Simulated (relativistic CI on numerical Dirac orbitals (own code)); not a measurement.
# Ligand-field terms of d5

Computed with a parametric ligand-field model of a d^n configuration (Racah B and C, spin-orbit zeta, crystal field), exact diagonalisation.

Field parameters in Wybourne normalisation: Oh B⁴₀ = 21Dq, B⁴₄ = √(5/14) B⁴₀; Td as Oh with Dq negative (B⁴₀ = 21Dq, B⁴₄ = √(5/14) B⁴₀). The field is a parameter set, without covalency.

(1) Lowest levels for B = 520, C = 1900, ζ = 890 cm⁻¹, Oh, 10Dq = 10100 cm⁻¹?

(2) Lowest levels for B = 670, C = 3080, ζ = 3450 cm⁻¹, Oh, 10Dq = 31250 cm⁻¹?

(3) Lowest levels for B = 340, C = 1300, ζ = 890 cm⁻¹, Oh, 10Dq = 29450 cm⁻¹?

(4) Lowest levels for B = 410, C = 1630, ζ = 420 cm⁻¹, Oh, 10Dq = 24400 cm⁻¹?

(5) Lowest levels for B = 910, C = 3680, ζ = 400 cm⁻¹, Td, 10Dq = -7950 cm⁻¹?

Answers

(1) Γ7 0 (S 2.45), Γ8 18 (S 2.46), Γ7 3272 (S 0.81), Γ8 4910 (S 0.89), Γ8 6299 (S 1.50), Γ6 6565 (S 1.50), Γ8 6857 (S 1.32), Γ7 7052 (S 1.40), Γ7 9738 (S 1.45) cm⁻¹, with S from ⟨S²⟩ = S(S + 1). The ground level has 1.94 electrons in the cubic e pair.

(2) Γ7 0 (S 0.62), Γ8 6544 (S 0.61), Γ8 18892 (S 1.63), Γ7 20595 (S 1.70), Γ8 22450 (S 1.49), Γ6 23487 (S 1.49), Γ6 26988 (S 1.47), Γ8 27229 (S 1.52), Γ7 27656 (S 1.38) cm⁻¹, with S from ⟨S²⟩ = S(S + 1). The ground level has 0.15 electrons in the cubic e pair; its S is far from a half-integer, so spin-orbit coupling mixes spin states.

(3) Γ7 0 (S 0.51), Γ8 1514 (S 0.50), Γ8 23543 (S 1.49), Γ7 23750 (S 1.50), Γ8 24028 (S 1.50), Γ6 24271 (S 1.50), Γ6 26429 (S 1.49), Γ8 26501 (S 1.48), Γ8 26718 (S 1.47) cm⁻¹, with S from ⟨S²⟩ = S(S + 1). The ground level has 0.02 electrons in the cubic e pair.

(4) Γ7 0 (S 0.50), Γ8 723 (S 0.50), Γ8 16771 (S 1.50), Γ7 16814 (S 1.50), Γ8 16958 (S 1.50), Γ6 17055 (S 1.50), Γ6 19985 (S 1.50), Γ8 20000 (S 1.50), Γ8 20118 (S 1.50) cm⁻¹, with S from ⟨S²⟩ = S(S + 1). The ground level has 0.03 electrons in the cubic e pair.

(5) Γ7+Γ8 0 (S 2.50), Γ6 21920 (S 1.50), Γ8 21945 (S 1.50), Γ7 21994 (S 1.50), Γ8 22013 (S 1.50), Γ6 25691 (S 1.50), Γ8 25698 (S 1.50), Γ8 25785 (S 1.50), Γ7 25860 (S 1.50) cm⁻¹, with S from ⟨S²⟩ = S(S + 1). The ground level has 2.00 electrons in the cubic e pair.
